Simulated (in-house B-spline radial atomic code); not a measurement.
## Ionising neutral tantalum with different functionals

Computed with an all-electron radial atomic-structure program (B-spline basis): four-component Dirac-Coulomb Hamiltonian, Fermi nucleus of rms radius 5.3507 fm, spin-restricted, spherical fractional occupations for the functionals. The ionisation energy is the difference of two self-consistent energies, [Xe] 4f14 5d3 6s2 → [Xe] 4f14 5d3 6s1, without Breit or QED terms; ε is the level of the shell that loses the electron (mean over j).

Hybrids are left out here: with spherical fractional occupations of an open shell their exact exchange keeps a self-interaction that integer-occupation calculations don't have.

```csv
method,rung,ΔSCF (eV),-ε(6s) (eV)
LDA VWN5,LDA,8.69,5.61
relativistic LDA,LDA,8.66,5.59
LDA PW92,LDA,8.69,5.61
LDA exchange-only,LDA,7.72,4.69
PBE,GGA,8.47,5.44
PBEsol,GGA,8.51,5.47
BLYP,GGA,8.39,5.32
RPBE,GGA,8.38,5.38
PW91,GGA,8.53,5.49
BP86,GGA,8.65,5.59
AM05,GGA,8.44,5.40
OLYP,GGA,8.11,5.13
```

(1) How do they compare with the NIST value?

Answers

(1) NIST lists 7.550 eV (measured, ground level to ground level). Errors run from +0.17 to +1.14 eV; OLYP is closest (+0.56 eV), but part of that can be cancellation, since the calculations leave out Breit-QED terms, spin polarisation, the choice among j levels, multiplet and fine-structure energies.
